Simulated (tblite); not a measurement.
Compound: C7H11O2P.
Z-matrix (Å and degrees, GFN2-xTB geometry), rows numbered from 1:
```
C 
O   1  1.4090
C   2  1.3467  1  117.08
C   3  1.3438  2  128.94  1    -1.60
P   4  1.8062  3  109.00  2   179.29
C   5  1.8351  4  107.16  3   107.94
O   5  1.4684  4  118.04  3  -123.29
C   5  1.8153  4   91.67  3     0.15
C   8  1.3366  5  109.95  4    -0.02
C   9  1.4884  3  119.11  2     0.24
H   1  1.0887  2  106.13  3  -177.92
H   1  1.0942  2  110.99  3   -58.78
H   1  1.0946  2  111.14  3    62.88
H   4  1.0742  3  126.73  2     0.39
H   6  1.0884  5  107.63  4  -170.32
H   6  1.0852  5  111.92  4   -48.84
H   6  1.0886  5  107.56  4    72.62
H   8  1.0763  5  124.96  4  -179.36
H  10  1.0890  9  109.82  3   -59.48
H  10  1.0891  9  109.83  3    58.29
H  10  1.0866  9  110.93  3   179.51
```

Level: GFN2-xTB in tblite, geometry and Hessian alike; calculated harmonic values, unscaled, isolated species. Against measured fundamentals such values can be off by several per cent, at times by over 20. One conformer, not necessarily the lowest.

Harmonic wavenumbers (cm⁻¹): 74.7, 85.2, 119.7, 138.2, 162.8, 182.6, 203.3, 238.6, 261.9, 276.1, 338.2, 365.6, 417.0, 453.8, 498.3, 509.0, 614.6, 701.9, 726.0, 766.8, 778.0, 789.5, 820.6, 853.6, 869.6, 1008.2, 1022.5, 1027.5, 1095.8, 1122.5, 1123.3, 1168.0, 1187.4, 1265.8, 1299.6, 1322.3, 1393.5, 1399.4, 1419.5, 1432.3, 1457.5, 1462.1, 1465.5, 1478.3, 1599.5, 1657.1, 2940.0, 2955.1, 3005.1, 3008.3, 3011.5, 3026.6, 3030.2, 3042.5, 3050.6, 3105.9, 3126.8.

A = 1816, B = 838.5, C = 675.5 MHz; mass 158.050 u (most abundant isotopes); point group C1, symmetry number 1.

Q: What is the zero-point energy?

A: Half the sum of the wavenumbers: 35978 cm⁻¹ = 430.39 kJ/mol.

Q: Entropy at 200 K, 1 bar (ideal gas, RRHO, classical rotation)?

A: Translation 163.70, rotation 121.07, vibration 90.07: S = 374.8 J/(mol K).

Q: And Cp and H(200 K) − H(0)?

A: Cp = 141.05 J/(mol K), of which vibrations give 107.79 (their classical limit is 57 R = 473.9); H(200 K) − H(0) = 17.21 kJ/mol without the zero-point energy, 10.56 from vibrations.

Q: What must be added to the electronic energy to get the Gibbs energy at 200 K and 1 bar?

A: ZPE + [H(200 K) − H(0)] − T·S = 430.39 + 17.21 − 74.97 = 372.63 kJ/mol.

Q: How do the functions run with temperature in this model?

A: 
```
 T (K)  S (J/(mol K))  Cp (J/(mol K))  H − H(0) (kJ/mol)  G − H(0) (kJ/mol)  ln q(vib)
   150          338.0           116.3              10.77             -39.92       2.91
   250          408.9           165.2              24.86             -77.36       6.08
298.15          440.0           188.1              33.37             -97.80       7.61
   400          501.8           233.7              54.90            -145.80      10.82
   600          610.6           303.4             109.05            -257.30      16.93
   900          747.3           369.8             210.87            -461.69      25.43
```

q(vib) and H(0) count from the zero-point level.

Hindered rotation and anharmonicity are outside this model. Other conformers, if any are populated, would add a mixing term that is left out. The structure is chiral; the term R ln 2 for an equal mix with its mirror image is left out.
